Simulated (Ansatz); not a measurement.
An input meant for SiO4H4 (charge 0, singlet).

```yaml
crystal:
  periodic: [false, false, false]
  atoms:
    - {symbol: Si, position_ang: [-0.142203, 0.358291, -0.542350]}
    - {symbol: O, position_ang: [-1.487873, 1.378673, -0.693639]}
    - {symbol: O, position_ang: [0.560179, -1.451437, 0.199450]}
    - {symbol: O, position_ang: [0.859695, 0.980659, 0.642003]}
    - {symbol: O, position_ang: [-1.708941, -0.127593, -0.241757]}
    - {symbol: Xx, position_ang: [0.537209, 0.112490, -1.820100]}
    - {symbol: H, position_ang: [0.560136, 1.848647, 0.943359]}
    - {symbol: H, position_ang: [-0.203989, -1.960262, 0.516276]}
    - {symbol: H, position_ang: [1.025787, -1.139468, 0.996749]}
basis:
  gaussian: {orbitals: def2-mTZVP}
hamiltonian: {xc: {name: LC-wPBE}}
scf: {omitted_lower_state_checks: [starts]}
output: {forces: true}
```

```sh
$ ansatz run in.yaml --threads 4 --pin off --events-out ev --progress --plain --max-ram 3916MiB
```

It prints (some lines left out):

```
Error: YAML parse error: error: line 9 column 16: `Xx` is not an element symbol (H … Og, case-exact)
 7 |     - {symbol: O, position_ang: [0.859695, 0.980659, 0.642003]}
 8 |     - {symbol: O, position_ang: [-1.708941, -0.127593, -0.241757]}
 9 |     - {symbol: Xx, position_ang: [0.537209, 0.112490, -1.820100]}
10 |     - {symbol: H, position_ang: [0.560136, 1.848647, 0.943359]}
11 |     - {symbol: H, position_ang: [-0.203989, -1.960262, 0.516276]}
```

In this input an element symbol is wrong. The program refused the input.
